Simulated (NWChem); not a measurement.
## Correlation energy of BI2

```xyz
3

I      1.9059     0.0000    -0.0412
B      0.0000     0.0000     0.8724
I     -1.9059     0.0000    -0.0412
```
Charge 0, spin multiplicity 2.

The numbers come from NWChem runs, not from measurements. All single points use one geometry, from UB3LYP/def2-SVP with def2 effective core potentials on I, a minimum by its harmonic frequencies.

Basis set: def2-SVP. Each correlation energy counts from its own Hartree-Fock reference.

Effective core potentials replace the inner electrons of I; spin-orbit coupling is left out. The correlated methods keep 9 core orbitals frozen. The structure started from a generated list of species. The unpaired electrons of the parent sit in orbitals of symmetry a1 (C2v labels of the run); other states weren't searched. No SCF solution was tested for a lower state. Open-shell Hartree-Fock references start from PBE0 orbitals. No row is a measurement; the coupled-cluster row has its own basis-set and correlation limits.

Problem. One of these methods gave a correlation energy of -298.6 mHa. Which?
(A) CCSD on UHF
(B) CCSD[T] on UHF
(C) UMP2
(D) SCS-UMP2

Solution. C, UMP2. The others give -278.9 (SCS-UMP2), -318.7 (CCSD on UHF), -330.9 (CCSD[T] on UHF).
